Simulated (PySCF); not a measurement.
Method: PySCF with B3LYP-D3(BJ)/def2-TZVP // TPSS-D3(BJ)/def2-SVP. Gas-phase values, no solvent. B3LYP has the VWN-RPA correlation part, as in Gaussian. 

Reference species: [Zr(Br)4] (neutral, multiplicity 1).

The LUMO comes out as -3.11 eV and the HOMO comes out as -8.63 eV.

Changed species: [Zr(Cl)4] (0 of 4 Cl replaced by Br; the reference has 4 of 4 Cl replaced by Br).

**Question.** Give the shifts of the LUMO and HOMO.

**Answer.** the LUMO increases by 0.11 eV, to -3.00 eV; the HOMO drops by 0.80 eV, to -9.43 eV.
